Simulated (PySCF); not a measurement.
Isomers C6H14Si:

A. SMILES C/C=C(/CC)C[SiH3]
B. SMILES C=C(C)[Si](C)(C)C
C. `C[SiH2][C@@H]1CC[C@@H]1C`

Spectrum 1. $^{13}$C{$^{1}$H} NMR (computed): δ 33.0 (CH), 29.0 (CH2), 24.3 (CH), 22.9 (CH3), 20.5 (CH2), -5.6 (CH3).

Spectrum 2. $^{13}$C{$^{1}$H} NMR (computed): δ 157.3 (C), 131.4 (CH2), 27.1 (CH3), -1.4 (CH3).

Spectrum 3. $^{13}$C{$^{1}$H} NMR (computed): δ 146.5 (C), 125.4 (CH), 36.7 (CH2), 17.8 (CH3), 17.5 (CH3), 13.9 (CH2).

PySCF 2.14 calculation with structure optimised with GFN2-xTB and NMR shieldings at PBE0/pcSseg-1/GIAO; no relativistic terms, one conformer, no solvent model, one averaged value for each set of equivalent atoms.

References, each an isolated molecule treated in the same way: $^{13}$C (σref 186.93) vs TMS. Shifts are as computed. Against solution values, carbons near 30 ppm lie about +3 ppm off and those near 130 ppm about +5 ppm. Of 1309 compounds with measured shifts, 239 miss one by over three times the rms of a fit or turn the order of signals round; such compounds aren't used in these exercises.

Question: Match each spectrum to its structure.

Answer: 1–C, 2–B, 3–A.

- Spectrum 1 (C): 6 $^{13}$C signals; δC 33.0 is an sp3 CH in a ring; δC 29.0 is an sp3 CH2 in a ring.
- Spectrum 2 (B): 4 $^{13}$C signals; δC 157.3 is a fully substituted alkene carbon; δC 131.4 is a terminal =CH2 carbon.
- Spectrum 3 (A): 6 $^{13}$C signals; δC 146.5 is a fully substituted alkene carbon; δC 125.4 is an alkene CH.
